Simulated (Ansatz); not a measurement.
`FC(F)(F)C(F)(F)C(F)(F)C(F)(F)C(F)(F)C(F)(F)C(F)(F)C(F)(F)CC[Si](Cl)(Cl)Cl`. Total charge 0; triplet. Geometry PBE-D4/def2-SVP, that of the neutral singlet; atoms count from 1.

```xyz
35

F    -2.355    6.305   -1.750
C    -1.582    5.338   -1.232
F    -0.297    5.713   -1.326
F    -1.903    5.178    0.062
C    -1.832    4.019   -2.024
F    -3.090    3.600   -1.759
F    -1.736    4.318   -3.344
C    -0.840    2.822   -1.787
F    -1.315    1.802   -2.541
F     0.377    3.182   -2.252
C    -0.681    2.354   -0.299
F    -1.901    2.275    0.284
F     0.059    3.298    0.332
C     0.023    0.960   -0.151
F     1.227    1.029   -0.769
F    -0.749    0.026   -0.755
C     0.227    0.506    1.335
F     0.766    1.526    2.050
F    -0.981    0.200    1.857
C     1.195   -0.716    1.558
F     2.460   -0.319    1.271
F     1.123   -0.985    2.892
C     0.911   -2.040    0.790
F    -0.427   -2.312    0.891
F     1.193   -1.823   -0.532
C     1.732   -3.205    1.319
C     1.640   -4.465    0.449
Si    0.011   -5.407    0.384
Cl    0.453   -7.364   -0.129
Cl   -0.892   -5.407    2.246
Cl   -1.302   -4.683   -1.031
H     2.785   -2.864    1.376
H     1.395   -3.406    2.355
H     2.371   -5.211    0.825
H     1.934   -4.244   -0.598
```

Single mean-field runs in def2-TZVP are fitted with def2-universal-jkfit. At PBE0-D4/def2-TZVP a singlet of charge 0 lies 7.19 eV below the triplet at the same geometry.

Problem. Estimate the Mulliken populations of the heavy atoms from the PBE0/def2-TZVP orbitals of Ansatz.

Solution. 
```json
{"atom": "F1", "charge (e)": "-0.13", "spin (α − β)": "0.00"}
{"atom": "C2", "charge (e)": "0.39", "spin (α − β)": "0.00"}
{"atom": "F3", "charge (e)": "-0.13", "spin (α − β)": "0.00"}
{"atom": "F4", "charge (e)": "-0.13", "spin (α − β)": "0.00"}
{"atom": "C5", "charge (e)": "0.28", "spin (α − β)": "0.00"}
{"atom": "F6", "charge (e)": "-0.14", "spin (α − β)": "0.00"}
{"atom": "F7", "charge (e)": "-0.14", "spin (α − β)": "0.00"}
{"atom": "C8", "charge (e)": "0.28", "spin (α − β)": "0.00"}
{"atom": "F9", "charge (e)": "-0.14", "spin (α − β)": "0.00"}
{"atom": "F10", "charge (e)": "-0.14", "spin (α − β)": "0.00"}
{"atom": "C11", "charge (e)": "0.26", "spin (α − β)": "0.00"}
{"atom": "F12", "charge (e)": "-0.14", "spin (α − β)": "0.00"}
{"atom": "F13", "charge (e)": "-0.14", "spin (α − β)": "0.00"}
{"atom": "C14", "charge (e)": "0.26", "spin (α − β)": "0.00"}
{"atom": "F15", "charge (e)": "-0.15", "spin (α − β)": "0.00"}
{"atom": "F16", "charge (e)": "-0.14", "spin (α − β)": "0.00"}
{"atom": "C17", "charge (e)": "0.30", "spin (α − β)": "0.00"}
{"atom": "F18", "charge (e)": "-0.14", "spin (α − β)": "0.00"}
{"atom": "F19", "charge (e)": "-0.14", "spin (α − β)": "0.00"}
{"atom": "C20", "charge (e)": "0.33", "spin (α − β)": "0.00"}
{"atom": "F21", "charge (e)": "-0.15", "spin (α − β)": "0.00"}
{"atom": "F22", "charge (e)": "-0.15", "spin (α − β)": "0.00"}
{"atom": "C23", "charge (e)": "0.28", "spin (α − β)": "0.00"}
{"atom": "F24", "charge (e)": "-0.18", "spin (α − β)": "0.00"}
{"atom": "F25", "charge (e)": "-0.18", "spin (α − β)": "0.00"}
{"atom": "C26", "charge (e)": "-0.24", "spin (α − β)": "-0.01"}
{"atom": "C27", "charge (e)": "-0.38", "spin (α − β)": "0.04"}
{"atom": "Si28", "charge (e)": "0.29", "spin (α − β)": "0.59"}
{"atom": "Cl29", "charge (e)": "-0.09", "spin (α − β)": "0.40"}
{"atom": "Cl30", "charge (e)": "-0.12", "spin (α − β)": "0.39"}
{"atom": "Cl31", "charge (e)": "-0.02", "spin (α − β)": "0.57"}
```
Mulliken values and Mayer orders depend strongly on the basis.

Problem. Where does the spin sit?

Solution. Summed by element: F 0.00, C 0.04, Si 0.59, Cl 1.36, H 0.00, of 2 unpaired in all. Largest on single atoms: Si28 0.59, Cl31 0.57, Cl29 0.40.

Problem. And the Mayer bond orders between bonded heavy atoms (over 0.3)?

Solution. F1–C2 1.17 (1.34 Å); C2–F3 1.16 (1.34 Å); C2–F4 1.15 (1.34 Å); C2–C5 0.97 (1.56 Å); C5–F6 1.13 (1.35 Å); C5–F7 1.12 (1.36 Å); C5–C8 0.94 (1.57 Å); C8–F9 1.11 (1.35 Å); C8–F10 1.13 (1.35 Å); C8–C11 0.95 (1.57 Å); C11–F12 1.10 (1.35 Å); C11–F13 1.10 (1.36 Å); C11–C14 0.92 (1.57 Å); C14–F15 1.09 (1.36 Å); C14–F16 1.10 (1.35 Å); C14–C17 0.96 (1.57 Å); C17–F18 1.11 (1.36 Å); C17–F19 1.14 (1.35 Å); C17–C20 0.95 (1.57 Å); C20–F21 1.11 (1.36 Å); C20–F22 1.07 (1.36 Å); C20–C23 0.96 (1.56 Å); C23–F24 1.05 (1.37 Å); C23–F25 1.03 (1.37 Å); C23–C26 1.01 (1.52 Å); C26–C27 0.98 (1.53 Å); C27–Si28 0.93 (1.88 Å); Si28–Cl29 0.94 (2.07 Å); Si28–Cl30 0.93 (2.07 Å); Si28–Cl31 0.85 (2.06 Å).
